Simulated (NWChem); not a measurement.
# Si$_{2}$NH$_{5}$F$_{2}$; SMILES N[Si](F)(F)[SiH3]

```xyz
10

N     -1.5066    -1.0195    -0.5366
Si     0.0112    -0.4274    -0.0152
F      0.2759    -1.0995     1.4256
F      1.2579    -0.9162    -0.9229
Si     0.0190     1.9045     0.0682
H     -1.7739    -1.9786    -0.3443
H     -1.9345    -0.6782    -1.3886
H      1.3778     2.4332     0.3604
H     -0.4252     2.4394    -1.2499
H     -0.9258     2.3836     1.1119
```
Atoms are numbered in this order, from 1.

Computed with NWChem. Medium grid unless said otherwise, to which SCAN and Minnesota functionals are sensitive. The geometry was optimised at B3LYP/6-31G* (spherical d). Hybrids' shares of exact exchange are those that their runs print; pure functionals count as 0. The functionals differ in more than this share.

```
row                     share of exact exchange  orbital gap (eV)
----------------------  -----------------------  ----------------
PBE/def2-TZVP                              0.00              5.75
r2SCAN/def2-TZVP                           0.00              6.35
TPSSh/def2-TZVP                            0.10              6.93
B3LYP/def2-TZVP                            0.20              7.64
PW6B95/def2-TZVP                           0.28          withheld
Hartree-Fock/def2-TZVP                     1.00             14.63
```

### Question
Fit a straight line of the last column on the one before it, predict the withheld value, and compare with the run.

### Answer

1. Means of the 5 shown rows: x = 0.260, y = 8.260. Slope Σ(x − x̄)(y − ȳ)/Σ(x − x̄)² = 6.113/0.7120 = 8.586; intercept 6.028.
2. The shown rows scatter about the line by 0.197 (root mean square); the largest residual is +0.32, at r2SCAN/def2-TZVP.
3. At x = 0.28 (PW6B95/def2-TZVP; inside the shown range) the line gives 8.43.
4. The run gives 8.21, -0.22 from the line, 1.1 times the scatter.
